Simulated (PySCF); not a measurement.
PySCF 2.14 output of an unrestricted PBE calculation on a single atom or ion in x2c-TZVPPall (11s7p7d3f1g, 97 functions), with scalar relativity by spin-free X2C-1e:

```
SCF conv_tol = 1e-09
number electrons alpha = 40  beta = 36
    J. P. Perdew, K. Burke, and M. Ernzerhof.,  Phys. Rev. Lett. 77, 3865 (1996)
    J. P. Perdew, K. Burke, and M. Ernzerhof.,  Phys. Rev. Lett. 78, 1396 (1997)
    J. P. Perdew, K. Burke, and M. Ernzerhof.,  Phys. Rev. Lett. 77, 3865 (1996)
    J. P. Perdew, K. Burke, and M. Ernzerhof.,  Phys. Rev. Lett. 78, 1396 (1997)
cycle= 1 E= -17255.4241453772  delta_E= -0.0278  |g|= 0.336  |ddm|= 0.444
cycle= 2 E= -17255.4038903836  delta_E= 0.0203  |g|= 0.478  |ddm|= 0.414
cycle= 3 E= -17255.4352186495  delta_E= -0.0313  |g|= 0.0394  |ddm|= 0.297
cycle= 4 E= -17255.4357049152  delta_E= -0.000486  |g|= 0.00376  |ddm|= 0.0406
cycle= 5 E= -17255.435712019  delta_E= -7.1e-06  |g|= 0.000573  |ddm|= 0.00637
cycle= 6 E= -17255.4357121803  delta_E= -1.61e-07  |g|= 1.99e-05  |ddm|= 0.000774
cycle= 7 E= -17255.4357121804  delta_E= -8.73e-11  |g|= 2.46e-06  |ddm|= 2.23e-05
converged SCF energy = -17255.4357121804  <S^2> = 6.0018009  2S+1 = 5.0007203
```

The run itself started from symmetry-adapted Hartree-Fock orbitals and held the occupation by maximum overlap, on a logarithmic radial grid, so the iterations belong to that start.

Task: Which element, charge and spin multiplicity is this?

Result: Os (osmium, neutral), multiplicity 5; the state was [Xe] 4f14 5d7 6s1, high-spin 5F determinant (an excited configuration).

Spin-orbit coupling, absent here, splits the open shell strongly.
